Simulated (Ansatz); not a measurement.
Relaxation of CH₇ClSi₂Zn (12 atoms, charge 0, multiplicity 1), to a largest force component of 0.015 eV/Å in at most 40 steps.

Theory: RKS PBE0-D4/def2-SVP (Ansatz).

```xyz
12
Properties=species:S:1:pos:R:3
C -1.089 -0.784 1.102
Si 0.648 -0.305 0.788
Cl 1.805 -2.008 1.016
Si 0.959 0.485 -1.295
Zn -0.449 2.434 -1.671
H -1.766 0.183 0.967
H -1.226 -1.131 2.124
H -1.418 -1.495 0.354
H 1.077 0.746 1.791
H 2.298 0.811 -1.507
H 0.449 -0.561 -2.224
H 0.249 2.748 -0.772
```

Where does it end, and by what steps?

The forces met the threshold. The force dipped under the threshold on the way, but the program's further checks kept it going. After 19 steps the energy has fallen by 4.925 eV; H12 moved furthest, 1.71 Å. The start is strongly strained (largest force component 9 eV/Å).

```tsv
step	energy less start (eV)	largest force component (eV/Å)	accepted
0	0.0000	9.130	yes
1	-2.1513	4.186	yes
2	-3.2253	2.281	yes
3	-3.7789	1.242	yes
4	-4.1608	0.646	yes
5	-4.4448	0.538	yes
6	-4.6356	0.370	yes
7	-4.7680	0.195	yes
8	-4.8420	0.202	yes
9	-4.8937	0.093	yes
10	-4.9062	0.162	yes
11	-4.9128	0.101	yes
12	-4.9209	0.066	yes
13	-4.9212	0.121	yes
14	-4.9238	0.049	yes
15	-4.9245	0.013	yes
16	-4.9246	0.022	yes
17	-4.9248	0.022	yes
18	-4.9248	0.017	yes
19	-4.9249	0.010	yes
```

```xyz
12
Properties=species:S:1:pos:R:3
C -1.104 -0.815 1.190
Si 0.711 -0.509 0.834
Cl 1.711 -2.341 0.933
Si 1.039 0.454 -1.271
Zn 0.009 2.592 -1.422
H -1.657 0.138 1.224
H -1.227 -1.321 2.160
H -1.552 -1.449 0.410
H 1.297 0.357 1.905
H 2.518 0.532 -1.515
H 0.470 -0.506 -2.276
H -0.678 3.991 -1.498
```

Whether the end is a true minimum wasn't checked by a vibrational analysis.

Run time: 2.3 min on 2 threads of Intel(R) Xeon(R) Platinum 8259CL CPU @ 2.50GHz (Skylake/Cascade Lake), on a shared host, peak memory 0.41 GiB.
